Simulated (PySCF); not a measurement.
Cr²⁺: ionisation energy

Cr²⁺ [Ar] 3d4 (5D) → Cr³⁺ [Ar] 3d3 (4F), as a difference of total energies. Computed with PySCF 2.14 in 6-31G* (5s4p2d1f, 34 functions), with no relativity, point nucleus. Correlated levels: valence: [Ar] frozen. The calculations carry no spin-orbit coupling.

| method | ionisation energy (eV) |
| --- | --- |
| UHF | 30.090 |
| B3LYP | 31.634 |
| PBE0 | 31.624 |
| MP2 (valence) | 30.534 |
| SCS-MP2 (valence) | 30.238 |

Q: How much does correlation contribute at MP2 (valence)?

A: 30.534 − (30.090) = 0.444 eV, measured against UHF.

These non-relativistic numbers lack the scalar-relativistic shift.

The reference lies between the lowest fine-structure levels, while these numbers refer to the centres of the terms.

Errors of the correlated levels include the incompleteness of this basis and the frozen core.

For comparison: 30.959 ± 0.025 eV (measured; NIST Atomic Spectra Database, ionization energies).
